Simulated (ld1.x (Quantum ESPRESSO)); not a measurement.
## u(r) = r·R(r): atom against pseudo-atom (fluorine)

Columns: radius, all-electron u(r) and pseudo u(r) of the 2p shell (level -11.11 eV) of fluorine in the configuration [He] 2s2 2p5; PBE, scalar-relativistic, TM scheme, ld1.x (Quantum ESPRESSO) 7.5.

| r (bohr) | all-electron | pseudo |
| --- | --- | --- |
| 0.057 | 0.0541 | 0.0225 |
| 0.115 | 0.1725 | 0.0889 |
| 0.172 | 0.3077 | 0.1900 |
| 0.230 | 0.4418 | 0.3182 |
| 0.288 | 0.5613 | 0.4581 |
| 0.345 | 0.6603 | 0.5931 |
| 0.402 | 0.7406 | 0.7135 |
| 0.460 | 0.8039 | 0.8123 |
| 0.518 | 0.8501 | 0.8827 |
| 0.575 | 0.8805 | 0.9246 |
| 0.632 | 0.8984 | 0.9431 |
| 0.690 | 0.9057 | 0.9434 |
| 0.747 | 0.9041 | 0.9315 |
| 0.805 | 0.8954 | 0.9123 |
| 0.862 | 0.8813 | 0.8901 |
| 0.920 | 0.8627 | 0.8662 |
| 0.977 | 0.8411 | 0.8421 |
| 1.035 | 0.8168 | 0.8169 |
| 1.092 | 0.7912 | 0.7912 |
| 1.150 | 0.7640 | 0.7640 |
| 1.208 | 0.7362 | 0.7362 |
| 1.265 | 0.7085 | 0.7085 |
| 1.322 | 0.6809 | 0.6809 |
| 1.380 | 0.6530 | 0.6530 |
| 1.438 | 0.6256 | 0.6256 |
| 1.495 | 0.5991 | 0.5991 |

Problem. How many radial nodes do the two functions have?

Solution. The all-electron 2p function has n − l − 1 = 0; the pseudo-wave has 0.

Problem. At about which radius was the pseudo-wave matched?

Solution. 1.15 bohr. The columns agree to 0.0005 from 1.03 bohr on; several derivatives are matched, so the curves merge somewhat inside the radius.

Problem. Is the pseudo-wave norm-conserving?

Solution. Yes: the TM scheme keeps the norm inside the radius equal to the all-electron one, which fixes the energy derivative of the logarithmic derivative at the level.
